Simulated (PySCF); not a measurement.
SeI2, SMILES I[Se]I. Atoms are numbered in the order given.

```xyz
3

Se     0.0000     0.0000     1.1865
I      0.0000     2.0209    -0.3806
I      0.0000    -2.0209    -0.3806
```
Charge 0, spin multiplicity 1.

Coordinates come from a B3LYP-D3(BJ)/def2-SVP optimisation. The def2 effective core potentials stand for the cores of I; spin–orbit coupling is left out.

The numbers are results of ωB97X/def2-TZVPD (PySCF), not measurements.

The molecule is in vacuum.

The total energy is -2997.12480 hartree. The point group is C2v. The highest occupied level is -8.89 eV and the lowest empty level is -1.57 eV. The orbital gap comes out as 7.32 eV and the dipole moment comes out as 0.00 D. The quadrupole, principal values (traceless, Buckingham form, about the centre of nuclear charge) is -6.39, 1.70, 4.69 D·Å and the mean static polarisability comes out as 106.1 bohr³ (15.72 Å³). The polarisability, principal values is 75.7, 92.9, 149.6 bohr³.
